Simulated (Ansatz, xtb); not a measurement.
**A geometry optimisation of AlH3InOSi with r2SCAN-D4/def2-SVP**

The starting geometry of this gas-phase doublet was built from a drawn formula by distance geometry; its bonds are those of `O=[SiH][In][AlH2]`.

```xyz
7

Al    0.5736   -2.4761    0.2676
In    0.4689   -1.1719    2.7817
O    -2.7832   -0.8402    2.2646
Si   -1.6458   -0.0464    2.9518
H    -1.5608    1.3885    2.5161
H     1.5299   -1.5562   -0.5653
H    -0.5687   -3.3899   -0.3269
```

Question: Predict what it relaxes into with r2SCAN-D4/def2-SVP.

Answer: It keeps its bonds, and is `O=[SiH][In][AlH2]`.

The energy falls by 1.07 eV over 25 steps:

```
step  E − E(last) (eV)
   1             1.066
   4             0.254
   6             0.161
   9             0.066
  12             0.024
  14             0.007
  17             0.002
  20             0.000
  22             0.000
  25             0.000
```

Final geometry (Å):

```tsv
atom	x (Å)	y (Å)	z (Å)
Al	0.8770	-2.6222	-0.1230
In	-0.5235	-1.0785	1.4180
O	-3.3250	-0.3205	3.4571
Si	-2.0064	0.3184	2.9459
H	-1.5789	1.7148	3.3193
H	2.2383	-2.0248	-0.6854
H	0.3326	-4.0794	-0.4423
```

From the same start GFN2-xTB ends elsewhere, differing in Al1–O3 (1.74 against 5.98 Å here), Al1–H5 (1.54 against 6.06 Å here), Si4–H5 (4.32 against 1.51 Å here).

No frequencies were run, so the end isn't proven a minimum. Open shells are spin-unrestricted. Atoms past krypton carry core potentials, without spin–orbit terms. Run with Ansatz 0.2.0, 3.6 min on 2 threads of Arm Neoverse V2, with other jobs on the host.
